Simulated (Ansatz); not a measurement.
Species: C2H2B, charge 0, doublet. C2H2B (SMILES [BH]C#C, doublet).
B3LYP-D3(BJ)/def2-TZVP minimum from Ansatz (a program for electronic structure):
```xyz
5

B      0.2892    -1.3538    -0.4047
C      0.0007     0.0021    -0.0070
C     -0.2524     1.1140     0.4334
H     -0.4724     2.0820     0.8149
H      0.5366    -2.0092    -1.3493
```
Charge 0, spin multiplicity 2.

Quantity: atomisation energy (electronic, to ground-state atoms), in kcal/mol. Radicals and triplets start from unrestricted determinants; spin-orbit coupling is neglected. CBS(X,Y): correlation extrapolated as X^-3, Hartree-Fock from the larger set (Q,5: extrapolated as (X+1)exp(-9√X)). A bracket is a step between two methods taken in the basis named. Functionals run without relativity, which enters their misses. Double hybrids freeze cores in their MP2 part. 'core' is core correlation in cc-pwCVTZ, 'X2C' scalar relativity in cc-pVTZ-DK, both at CCSD(T). Where a partner has so few electrons that a lower coupled-cluster level is exact, that level stands in. The UHF reference of C2H2B ([BH]C#C, doublet) is spin-contaminated (<S^2> up to 0.18 over the pure value in the sets run).

CCSD(T)/CBS(cc-pVQZ,cc-pV5Z) + [CCSDT(Q) - CCSD(T)]/cc-pVTZ + core + X2C (Ansatz) gives 479.6 kcal/mol.

Question: What does PBE/def2-TZVPD (Ansatz) give here, and how do the other levels compare?

Answer: PBE gives 501.4 kcal/mol, 21.8 kcal/mol above it. Differences of the others: PBE0/def2-TZVPD (Ansatz) 8.7; wB97M-V/def2-TZVPD (Ansatz) 1.8; B2PLYP/def2-TZVPD (Ansatz) 0.8; CCSD(T)/CBS(cc-pVQZ,cc-pV5Z) + core + X2C (Ansatz) -0.8 kcal/mol. Nearer than PBE: PBE0/def2-TZVPD, wB97M-V/def2-TZVPD, B2PLYP/def2-TZVPD, CCSD(T)/CBS(cc-pVQZ,cc-pV5Z) + core + X2C.
